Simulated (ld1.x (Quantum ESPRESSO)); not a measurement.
## Te: one change to a PAW potential, before and after

ld1.x (Quantum ESPRESSO) 7.5 input, shortened:

```
&input
   title='Te', zed=52., rel=1, dft='PBESOL', iswitch=3,
   config='[Kr] 4d10 5s2 5p4'
 /
 &inputp
   pseudotype=3, lpaw=.true., tm=.true., lloc=-2, rcloc=1.35,
   nlcc=.true., new_core_ps=.true., rcore=1.55,
   which_augfun='PSQ', rmatch_augfun_nc=.true.
 /
6
5S  1  0   2.00   0.00  1.40  1.80  0.0
5S  1  0   0.00  -0.55  1.40  1.80  0.0
5P  2  1   4.00   0.00  2.10  2.35  0.0
5P  2  1   0.00   1.10  2.10  2.35  0.0
4D  3  2  10.00   0.00  1.50  1.60  0.0
4D  3  2   0.00   1.45  1.50  1.60  0.0
 &test
   configts(1)='4d10 5s2 5p4'
 /
```

All-electron outer shells of the reference configuration (PBEsol, scalar-relativistic, ld1.x):

```
shell  level (eV)  outermost node (bohr)  outermost maximum (bohr)
   4s     -164.15                   0.38                      0.70
   4p     -114.23                   0.38                      0.74
   4d      -41.59                   0.36                      0.81
   5s      -15.15                   0.91                      1.80
   5p       -5.97                   1.00                      2.17
```

Change: local potential all-electron potential smoothed inside 0.92 bohr (lloc = -2).

Cutoffs: the cutoffs (Ry, on a coarse ladder) from which the occupation-weighted sum of valence levels, in a spherical-Bessel basis at the reference potential, stays within 10 and 1 mRy of its value at 400 Ry; they do not see the model core or the augmentation charge, which bear on the density cutoff. Errors are all-electron minus pseudo energies relative to the spin-unpolarised reference configuration.

Task: What does the change do?

Result: A bound ghost appears in p, s, which as a rule spoils a file; the number of tests with a reliable result goes from 7 to 5 (the test run of the changed file stopped, so its transferability is not established); of the 5 tests that both files solve, the error grows in 3 and shrinks in 0 by more than 15 % and 0.3 meV (median size 2.4 → 3.1 meV); the range in which the s phases agree widens (upper end 0.9 → 3.5); the range in which the d phases agree narrows (upper end at the end of the scan → -0.6). A state that the projectors do not describe sees the local part alone, so a deeper or shallower local part can create or remove a ghost. That the errors move this way runs against the usual rule that smaller radii transfer better.

```csv
quantity,base,changed
"cutoffs, loose and tight","50 Ry, 100 Ry",not determined
bound ghosts,none,"s, p (d not tested, overlap not positive)"
tests with a reliable result,7 of 7,5 of 7 (the test run stopped)
"error for 4d10 5s2 5p3, meV [ΔE 9.75 eV]",-2.4,-3.1
"error for 4d10 5s2 5p2, meV [ΔE 27.72 eV]",-7.6,-15
"error for 4d10 5s2 5p1, meV [ΔE 54.68 eV]",-17,-55
"error for 4d10 5s2 5p3.5, meV [ΔE 3.91 eV]",-1.0,-1.2
"error for 4d10 5s2 5p4.3, meV [ΔE -1.47 eV]",+0.3,+0.4
s: phases at 2.54 bohr within 0.05 rad from the reference energy up to (Ry; the scan ends near 5),0.9,3.5
p: phases at 2.54 bohr within 0.05 rad from the reference energy up to (Ry; the scan ends near 5),4.1,to the end of the scan
d: phases at 2.54 bohr within 0.05 rad from the reference energy up to (Ry; the scan ends near 5),to the end of the scan,-0.6
lowest overlap eigenvalue by channel,"s 0.43, p 0.48, d 0.11","s 0.33, p 0.31, d -12.64"
```

Changed file: the overlap operator is not positive definite in a basis up to 400 Ry (lowest eigenvalue d -12.64), so the file is unfit for use: the generalised eigenproblem breaks down once the basis is large enough, and its test numbers describe a broken file. A true bound ghost makes a file unfit for plane-wave use even where its test errors are small: the radial tests pick states by their node count and pass the ghost by.
